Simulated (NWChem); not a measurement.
System: CH₅NSi, singlet; SMILES C[Si]N

```xyz
8

Si    -0.5727    -0.1256     0.5236
C      0.4564     1.4520     0.1050
H     -0.1404     2.1230    -0.5292
H      1.4146     1.2696    -0.3991
H      0.6581     2.0149     1.0275
N      0.5070    -1.3176    -0.1057
H      1.4039    -1.1444    -0.5510
H      0.2919    -2.3074    -0.0621
```
Atoms are numbered in this order, from 1.

All runs: NWChem. Low-valent species are run as closed-shell singlets; no triplet was tried in these runs. Coordinates come from a B3LYP/6-31G* (spherical d) optimisation. Static field.

**Question.** Estimate the computed values for PBE/def2-SVP. Quantities: isotropic polarisability (bohr³); anisotropy (bohr³).

**Answer.** 
```
Property                          Value
--------------------------------  -----
isotropic polarisability (bohr³)   47.0
anisotropy (bohr³)                 17.5
```
